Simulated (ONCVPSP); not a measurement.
Plane-wave convergence, ONCV potential for aluminium (Al)

aluminium, optimised norm-conserving Vanderbilt (ONCV), made with ONCVPSP 4.0.1 (PBE, fully relativistic). Core [Ne], reference 3s2 3p1. Waves: 3s: rc 2.30 bohr, ncon 5, nbas 9, qcut 2.8 1/bohr, 1 projector; 3p: rc 2.90 bohr, ncon 3, nbas 8, qcut 2.5 1/bohr, 2 projectors, debl 3.1 Ha; d scattering state at 0.02 Ha: rc 2.50 bohr, ncon 4, nbas 9, qcut 3.6 1/bohr, 2 projectors, debl 3 Ha. Local part: polynomial inside 2.05 bohr (lpopt 1, dvloc0 2 Ha). Core correction: Teter function, fcfact 6, rcfact 1.65.

Open shells are filled in proportion to 2j + 1.

Q: For each optimised wave give the share of its norm inside rc, the residual kinetic energy above qcut (Ha) and the cutoffs (Ha) for errors of 10, 1, 0.1 and 0.01 mHa per electron.

A:

| wave | norm inside rc | residual KE | 10 mHa | 1 mHa | 0.1 mHa | 0.01 mHa |
| --- | --- | --- | --- | --- | --- | --- |
| 3s | 0.460 | 3.0e-03 | 2.7 | 8.5 | 36.0 | 42.8 |
| 3p j=3/2 | 0.422 | 1.9e-05 | 1.3 | 2.0 | 2.6 | 3.7 |
| p projector 2 j=3/2 | 0.229 | 6.3e-01 | 6.1 | 7.8 | 29.4 | 41.7 |
| 3p j=1/2 | 0.424 | 2.0e-05 | 1.3 | 2.1 | 2.7 | 3.8 |
| p projector 2 j=1/2 | 0.229 | 6.3e-01 | 6.1 | 7.8 | 29.6 | 42.0 |
| d projector 1 j=5/2 | 0.003 | 3.2e-06 | 0.1 | 1.0 | 3.0 | 5.3 |
| d projector 2 j=5/2 | 0.212 | 1.2e-01 | 15.9 | 56.4 | 64.4 | 83.0 |
| d projector 1 j=3/2 | 0.003 | 3.2e-06 | 0.1 | 1.0 | 3.0 | 5.3 |
| d projector 2 j=3/2 | 0.212 | 1.2e-01 | 15.9 | 56.4 | 64.4 | 83.0 |

The occupied waves need 8.5 Ha and 36 Ha for 1 and 0.1 mHa. Rows with under 1 % of the norm inside rc give no meaningful cutoff. The cutoffs count occupied waves only; projector 2 of the d channel, the hardest unoccupied one, needs 56 Ha at the loose tolerance.
